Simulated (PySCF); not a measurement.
A structure optimised at PBE-D3(BJ)/def2-SVP, used in a PySCF frequency run:

```xyz
9

Si    -0.8491    -0.4510    -0.1608
Cl    -1.5203    -0.1202     1.7966
Cl    -1.5178     1.1252    -1.3773
Al     1.5838    -0.3235    -0.1496
O      2.4391    -1.7652     0.1942
O      2.4441     1.1344    -0.4312
H     -1.5420    -1.6907    -0.6487
H      3.4064    -1.8056     0.2640
H      2.0168     1.9773    -0.6511
```

### Question
Write its SMILES and formula.

### Answer
[OH][Al]([OH])[SiH](Cl)Cl, AlCl2H3O2Si

### Question
What are its rotational constants (standard atomic weights)?

### Answer
1.6740, 0.92806, 0.70408 GHz
